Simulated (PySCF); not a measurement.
HSi (SMILES [SiH]), doublet, geometry from GFN2-xTB. Base run: M06/def2-TZVP in PySCF.

The PySCF input:
```python
from pyscf import gto, scf, dft

mol = gto.M(
    atom='''
Si   -0.00000000   -0.00000000   -0.10104690
H     0.00000000    0.00000000    1.41465662
''',
    basis='def2-tzvp',
    spin=1,
    verbose=3,
)

mf = dft.UKS(mol)
mf.xc = 'm06'
mf.kernel()
```

Variants of this job, named by their change:

| change | ΔE vs base (µEh) | grid points | electrons on the grid |
|---|---|---|---|
| base | 0.0 | 28992 | 15.00000 |
| grids.radi_method = delley | 66.6 | 30048 | 15.00000 |
| grids.prune = off | -0.3 | 49824 | 15.00000 |
| grids.becke_scheme = stratmann | 0.6 | 28992 | 15.00000 |
| grids.atom_grid = (75, 302) | 21.9 | 28704 | 15.00000 |
| small_rho_cutoff = 0 | 0.0 | 28992 | 15.00000 |
| grids.level = 5 | 7.4 | 67096 | 15.00000 |
| grids.prune = dft.gen_grid.treutler_prune | 0.0 | 26648 | 15.00000 |
| grids.atom_grid = (150, 974) | 7.0 | 158280 | 15.00000 |
| grids.level = 4 | 6.5 | 44632 | 15.00000 |
| grids.level = 7 | 6.9 | 137104 | 15.00000 |

Open shells are given as the SCF converged; they aren't shown to be the lowest states, and a large step between rows can be another state.
